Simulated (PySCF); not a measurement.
C3H3 (SMILES [C-]#CC), charge -1, singlet, geometry from GFN2-xTB (in this run its highest filled SCF level lies above zero, so its values depend strongly on the basis, on diffuse functions most of all); B3LYP/6-31G, TDA in PySCF.

Here is a job for PySCF.
```python
from pyscf import gto, scf, dft, tdscf

mol = gto.M(
    atom='''
C     0.001792   -0.000830    0.348052
C     0.008117   -0.003758    1.576479
C    -0.005887    0.002725   -1.143303
H     0.039631    1.028479   -1.560260
H     0.855571   -0.549931   -1.568224
H    -0.919337   -0.467375   -1.558888
''',
    basis='6-31g',
    charge=-1,
    spin=0,
    verbose=4,
)

mf = dft.RKS(mol)
mf.xc = 'b3lyp'
mf.kernel()
td = mf.TDA()
td.nstates = 2
td.kernel()
td.analyze()
```

What the program printed (banner, timings and long lists left out):

```
PySCF version 2.14.0

[INPUT] verbose = 4
[INPUT] num. atoms = 6
[INPUT] num. electrons = 22
[INPUT] charge = -1
[INPUT] spin (= nelec alpha-beta = 2S) = 0
[INPUT] symmetry False subgroup None
[INPUT] Mole.unit = angstrom
[INPUT] Symbol           X                Y                Z      unit          X                Y                Z       unit  Magmom
[...]
nuclear repulsion = 52.0511052581307
number of shells = 21
number of NR pGTOs = 78
number of NR cGTOs = 33
basis = 6-31g
ecp = {}

******** <class 'pyscf.dft.rks.RKS'> ********
method = RKS
initial guess = minao
damping factor = 0
level_shift factor = 0
DIIS = <class 'pyscf.scf.diis.CDIIS'>
diis_start_cycle = 1
diis_space = 8
diis_damp = 0
SCF conv_tol = 1e-09
SCF conv_tol_grad = None
SCF max_cycles = 50
direct_scf = True
direct_scf_tol = 1e-13
XC library pyscf.dft.libxc version 7.1.2
    S. Lehtola, C. Steigemann, M. J. T. Oliveira, and M. A. L. Marques,  SoftwareX 7, 1–5 (2018)
XC functionals = b3lyp
    P. J. Stephens, F. J. Devlin, C. F. Chabalowski, and M. J. Frisch,  J. Phys. Chem. 98, 11623 (1994)
radial grids:
    Treutler-Ahlrichs [JCP 102, 346 (1995); DOI:10.1063/1.469408] (M4) radial grids

becke partition: Becke, JCP 88, 2547 (1988); DOI:10.1063/1.454033
pruning grids: <function nwchem_prune>
grids dens level: 3
symmetrized grids: False
atomic radii adjust function: <function treutler_atomic_radii_adjust>
small_rho_cutoff = 0
Set gradient conv threshold to 3.16228e-05
Initial guess from minao.
tot grids = 71784
init E= -116.099767754756
[...]
cycle= 1 E= -115.873160400155  delta_E= 0.227  |g|= 0.531  |ddm|= 2.41
[...]
cycle= 2 E= -115.81615975421  delta_E= 0.057  |g|= 0.665  |ddm|= 3.46
[...]
cycle= 3 E= -115.95715901642  delta_E= -0.141  |g|= 0.252  |ddm|= 2.51
[...]
cycle= 4 E= -115.974156289584  delta_E= -0.017  |g|= 0.0261  |ddm|= 0.302
[...]
cycle= 5 E= -115.974324637648  delta_E= -0.000168  |g|= 0.00658  |ddm|= 0.0394
[...]
cycle= 6 E= -115.9743359546  delta_E= -1.13e-05  |g|= 0.00243  |ddm|= 0.011
[...]
cycle= 7 E= -115.974337509411  delta_E= -1.55e-06  |g|= 0.000107  |ddm|= 0.00286
[...]
cycle= 8 E= -115.974337512802  delta_E= -3.39e-09  |g|= 1.44e-05  |ddm|= 0.000311
[...]
cycle= 9 E= -115.974337512863  delta_E= -6.11e-11  |g|= 9.14e-07  |ddm|= 4.09e-05
[...]
Extra cycle  E= -115.974337512863  delta_E= 5.4e-13  |g|= 1.85e-06  |ddm|= 4.18e-06
converged SCF energy = -115.974337512863

******** <class 'pyscf.tdscf.rks.TDA'> for <class 'pyscf.dft.rks.RKS'> ********
nstates = 2 singlet
deg_eia_thresh = 1.000e-03
wfnsym = None
conv_tol = 1e-05
eigh lindep = 1e-12
eigh level_shift = 0
eigh max_cycle = 100

Excitation energies (eV)
[5.65818245 5.84778398]

** Singlet excitation energies and oscillator strengths **
Excited State   1:      5.65818 eV    219.12 nm  f=0.0053
      11 -> 12        0.70435
Excited State   2:      5.84778 eV    212.02 nm  f=0.0028
       9 -> 12        0.37180
      10 -> 12       -0.59934

** Transition electric dipole moments (AU) **
state          X           Y           Z        Dip. S.      Osc.
  1        -0.0010      0.0005     -0.1947      0.0379      0.0053
  2        -0.1386     -0.0009      0.0007      0.0192      0.0028

** Transition velocity dipole moments (imaginary part, AU) **
state          X           Y           Z        Dip. S.      Osc.
  1        -0.0002      0.0001     -0.0322      0.0010      0.0033
  2        -0.0291     -0.0002      0.0001      0.0008      0.0026

** Transition magnetic dipole moments (imaginary part, AU) **
state          X           Y           Z
  1        -0.0000     -0.0000      0.0000
  2         0.0025     -0.3873     -0.0009
```
